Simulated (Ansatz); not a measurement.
The lowest singlet and triplet of AlH (SMILES [AlH]); geometries from B3LYP-D3(BJ)/def2-TZVP, each state relaxed from the structure named, with no frequency check.
Singlet (charge 0, multiplicity 1):
```xyz
2

Al     0.00000     0.00000    -0.11871
H      0.00000     0.00000     1.54322
```

A positive gap puts the triplet lower; no zero-point energy. R- takes a restricted singlet. U- takes an unrestricted singlet (broken symmetry where lower, unprojected). The triplet is unrestricted in single-reference levels.

Correlated levels freeze the cores.

The values were computed with Ansatz (Gaussian basis) for Hartree–Fock, density functionals and correlated methods. Each number belongs to the level named beside it.

The comparison value is -43.65 kcal/mol (FCI/cc-pV(Q+d)Z). Full CI is exact for the correlated electrons in its own basis alone.

### Question
Order these levels by the size of their error in the gap E(singlet) − E(triplet), vertical, at the singlet's geometry, against full CI in the same basis, smallest first: R-SCS-MP2/cc-pV(Q+d)Z, R-CCSD/cc-pV(Q+d)Z, R-HF/cc-pV(Q+d)Z, U-MP2/cc-pV(Q+d)Z (spin-contaminated). Give each level's value less the comparison value.

### Answer
R-CCSD/cc-pV(Q+d)Z (-0.16 kcal/mol), R-SCS-MP2/cc-pV(Q+d)Z (-1.35 kcal/mol), U-MP2/cc-pV(Q+d)Z (spin-contaminated) (5.63 kcal/mol), R-HF/cc-pV(Q+d)Z (16.28 kcal/mol)

Doubts at one or more of the structures used: a restricted determinant that unrestricted orbitals would lower (R-SCS-MP2/cc-pV(Q+d)Z, R-CCSD/cc-pV(Q+d)Z, R-HF/cc-pV(Q+d)Z).

Ansatz is a quantum-chemistry and plane-wave program.
